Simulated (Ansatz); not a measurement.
A nudged elastic band was laid between two geometries of CH₅Ga (7 atoms, charge 0, multiplicity 1).

The calculation used RHF/def2-TZVP in Ansatz 0.2.0.

```
movable images  : 7
climbing image  : yes
spring          : 5.0 eV/Å²
optimiser       : quadratic models (default)
start path      : through a guess of the saddle point
force threshold : 0.03 eV/Å
iteration limit : 60
end points      : relaxed
```

Initial state:

```xyz
7
Properties=species:S:1:pos:R:3
Ga 0.275 -0.063 0.487
H -0.149 -0.423 1.969
C 2.201 0.060 0.009
H 2.693 -0.891 0.191
H 2.355 0.332 -1.029
H 2.697 0.797 0.635
H -0.862 0.189 -0.584
```

Final state:

```xyz
7
Properties=species:S:1:pos:R:3
Ga -1.976 -0.182 0.175
H 2.033 0.189 1.545
C 2.510 0.101 0.577
H 2.275 -0.862 0.141
H 2.157 0.888 -0.077
H 3.583 0.188 0.697
H -1.371 -0.322 -1.379
```

Which bonds break or form, and what moves?

Bonds broken: Ga1–H2, Ga1–C3. Bonds formed: H2–C3. CH5Ga becomes CH4 + GaH.

Give the energies along the band, and the barrier.

The run converged. The highest image is number 3 of 0 to 8, 3.61 eV above the first end and 3.36 eV above the last; the last end lies 0.25 eV above the first. Neighbouring images differ by up to 2.8 eV, so the band resolves the path poorly. A vibrational analysis at the climbing image gives one clearly imaginary mode, 1671i cm⁻¹: a first-order saddle point. The orbitals stay closed-shell, which can raise the energy where a bond breaks towards radicals; this wasn't checked here.

```json
{"image": "0", "path coordinate (Å)": "0.00", "energy (eV)": "0.00", "Ga1–H2 (Å)": "1.58", "Ga1–C3 (Å)": "1.99", "H2–C3 (Å)": "3.10"}
{"image": "1", "path coordinate (Å)": "0.86", "energy (eV)": "0.00", "Ga1–H2 (Å)": "1.58", "Ga1–C3 (Å)": "1.99", "H2–C3 (Å)": "3.12"}
{"image": "2", "path coordinate (Å)": "1.72", "energy (eV)": "0.77", "Ga1–H2 (Å)": "1.53", "Ga1–C3 (Å)": "1.98", "H2–C3 (Å)": "2.51"}
{"image": "3", "path coordinate (Å)": "2.58", "energy (eV)": "3.61", "Ga1–H2 (Å)": "1.55", "Ga1–C3 (Å)": "2.33", "H2–C3 (Å)": "1.74"}
{"image": "4", "path coordinate (Å)": "3.20", "energy (eV)": "1.22", "Ga1–H2 (Å)": "1.90", "Ga1–C3 (Å)": "2.63", "H2–C3 (Å)": "1.18"}
{"image": "5", "path coordinate (Å)": "3.83", "energy (eV)": "0.36", "Ga1–H2 (Å)": "2.54", "Ga1–C3 (Å)": "3.27", "H2–C3 (Å)": "1.09"}
{"image": "6", "path coordinate (Å)": "4.45", "energy (eV)": "0.27", "Ga1–H2 (Å)": "3.20", "Ga1–C3 (Å)": "3.81", "H2–C3 (Å)": "1.08"}
{"image": "7", "path coordinate (Å)": "5.07", "energy (eV)": "0.25", "Ga1–H2 (Å)": "3.72", "Ga1–C3 (Å)": "4.17", "H2–C3 (Å)": "1.08"}
{"image": "8", "path coordinate (Å)": "5.69", "energy (eV)": "0.25", "Ga1–H2 (Å)": "4.25", "Ga1–C3 (Å)": "4.51", "H2–C3 (Å)": "1.08"}
```

What is the geometry of the highest image?


```xyz
7
Properties=species:S:1:pos:R:3
Ga -0.251 0.030 0.566
H 0.940 0.337 1.516
C 2.049 0.021 0.214
H 2.216 -0.994 -0.130
H 2.149 0.729 -0.601
H 2.758 0.262 0.994
H -0.649 -0.385 -0.882
```

Time of the run: 100 s on 2 threads of Arm Neoverse V1 (shared host), peak memory 0.26 GiB.
